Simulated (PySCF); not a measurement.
C6H9NSi, SMILES Nc1ccc(cc1)[SiH3] (GFN2-xTB optimised geometry):

```
17

N     -1.672    -2.715     0.072
C     -0.967    -1.532     0.000
C     -1.631    -0.305    -0.004
C     -0.918     0.875    -0.004
C      0.475     0.889    -0.003
Si     1.438     2.504     0.025
C      1.126    -0.343     0.000
C      0.429    -1.532     0.000
H     -1.181    -3.548    -0.208
H     -2.638    -2.680    -0.211
H     -2.713    -0.290    -0.008
H     -1.456     1.813    -0.011
H      2.713     2.322    -0.676
H      1.706     2.912     1.409
H      0.654     3.548    -0.641
H      2.207    -0.369    -0.003
H      0.957    -2.476     0.000
```

Method: PBE0/def2-SVP run with PySCF.

**Question.** What are the frontier orbital energies and the dipole moment?

**Answer.** HOMO-2 -8.69 eV, HOMO-1 -7.24 eV, HOMO -5.93 eV, LUMO 0.00 eV, LUMO+1 0.12 eV; dipole moment 2.90 D.

On the same geometry PBE/def2-SVP (PySCF 2.14.0) gives HOMO-2 -7.27 eV, HOMO-1 -6.15 eV, HOMO -4.87 eV, LUMO -0.87 eV, LUMO+1 -0.70 eV; dipole moment 3.11 D.

Meta-Löwdin charges at PBE0/def2-SVP: N1 -0.40, C2 0.13, C3 -0.16, C4 -0.08, C5 -0.25, Si6 0.47, C7 -0.08, C8 -0.16, H9 0.22, H10 0.22, H11 0.10, H12 0.10, H13 -0.10, H14 -0.10, H15 -0.10, H16 0.10, H17 0.10.
